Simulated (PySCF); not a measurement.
**How methods differ on the ionisation energy of Fe**

Fe [Ar] 3d6 4s2 (5D) → Fe⁺ [Ar] 3d6 4s1 (6D), as a difference of total energies. All numbers are calculated (PySCF 2.14, scalar relativity by spin-free X2C-1e, in x2c-SVPall (5s3p3d1f, 36 functions)). Correlated levels: valence: [Ar] frozen. The calculations carry no spin-orbit coupling.

Problem. Order these methods by the ionisation energy they give, lowest first.
A. PBE0
B. MP2 (valence)
C. BP86
D. UHF

Solution. D (6.434 eV), B (7.221 eV), A (7.699 eV), C (8.069 eV).

Errors of the correlated levels include the incompleteness of this basis and the frozen core.

MP2 underrates the near-degeneracy of ns² with np² in the lower species.

For comparison: 7.904 eV (measured; NIST levels, between the centres of gravity of the two terms).
